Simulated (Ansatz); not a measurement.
Basis-set extrapolation for CH2AlClO, SMILES `[Cl][Al]1[CH2][O]1` (PBE0-D4/def2-TZVP geometry, frozen core, Ansatz). Multiplicity 1, RHF reference.

```csv
,def2-TZVPP,def2-QZVPP
HF,-815.416607,-815.441744
MP2 correlation,-0.661176,-0.716373
CCSD(T) correlation,-0.717145,not run
```

Energies in hartree. Use E(X) = E(∞) + A·exp(−7.88·√X) for Hartree–Fock and E(X) = E(∞) + B·X^(−2.97) for correlation, with X = 3 and 4, and add CCSD(T) minus MP2 of the smaller set to the MP2 limit.

What is the CCSD(T) energy at the basis-set limit?

HF limit: -815.441744 + (-0.025137) × 0.13774 = -815.44521. MP2 limit: -0.716373 + (-0.055197) × 0.74074 = -0.75726. Higher-order term: -0.717145 − (-0.661176) = -0.05597. Total: -816.25844 hartree, 78.2 kcal/mol below CCSD(T)/def2-TZVPP.
